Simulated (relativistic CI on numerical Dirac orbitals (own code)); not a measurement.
# The 4f ions of charge 3+

These numbers are calculated, not measured: Dirac-Coulomb-Breit CI, KLI orbitals optimised for each configuration, QED by a radiative potential, valence Slater integrals scaled by 0.75 (own radial code, finite nucleus).

Each species is treated in one configuration, given outside its closed core, with all valence electrons in the open shell. Radial values are for the open shell of highest l, unscaled and averaged over j; ζ includes the Breit term. Labels give the leading LS character, summed over repeated terms.

| Ion | Configuration | Its lowest level | LS weight (%) | g_J | g√(J(J+1)) | ⟨r⟩ (bohr) | ⟨r²⟩ (bohr²) | Next level | E (cm⁻¹) |
| --- | --- | --- | --- | --- | --- | --- | --- | --- | --- |
| Ce³⁺ | 4f | 2F°_5/2 | 100 | 0.856 | 2.53 | 1.068 | 1.467 | 2F°_7/2 | 2139.1 |
| Pr³⁺ | 4f2 | 3H_4 | 96 | 0.807 | 3.61 | 1.018 | 1.331 | 3H_5 | 2097.8 |
| Nd³⁺ | 4f3 | 4I°_9/2 | 96 | 0.733 | 3.65 | 0.9751 | 1.221 | 4I°_11/2 | 1857.9 |
| Pm³⁺ | 4f4 | 5I_4 | 97 | 0.605 | 2.71 | 0.9381 | 1.131 | 5I_5 | 1476.6 |
| Sm³⁺ | 4f5 | 6H°_5/2 | 95 | 0.300 | 0.89 | 0.9053 | 1.054 | 6H°_7/2 | 1052.6 |
| Eu³⁺ | 4f6 | 7F_0 | 91 |  | 0.00 | 0.8759 | 0.9875 | 7F_1 | 428.11 |
| Gd³⁺ | 4f7 | 8S°_7/2 | 96 | 1.990 | 7.90 | 0.8493 | 0.9294 | 6P°_7/2 | 27673 |
| Tb³⁺ | 4f8 | 7F_6 | 94 | 1.490 | 9.65 | 0.8249 | 0.878 | 7F_5 | 2093.4 |
| Dy³⁺ | 4f9 | 6H°_15/2 | 92 | 1.321 | 10.55 | 0.8025 | 0.8321 | 6H°_13/2 | 3551.1 |
| Ho³⁺ | 4f10 | 5I_8 | 91 | 1.238 | 10.51 | 0.7817 | 0.7908 | 5I_7 | 5124.8 |
| Er³⁺ | 4f11 | 4I°_15/2 | 97 | 1.194 | 9.54 | 0.7624 | 0.7534 | 4I°_13/2 | 6456.6 |
| Tm³⁺ | 4f12 | 3H_6 | 99 | 1.164 | 7.54 | 0.7444 | 0.7194 | 3F_4 | 4970.9 |
| Yb³⁺ | 4f13 | 2F°_7/2 | 100 | 1.142 | 4.53 | 0.7274 | 0.6882 | 2F°_5/2 | 10020 |

With one configuration, terms of near-neutral atoms and ions can be 10 to 25 % off, and close levels can change places.
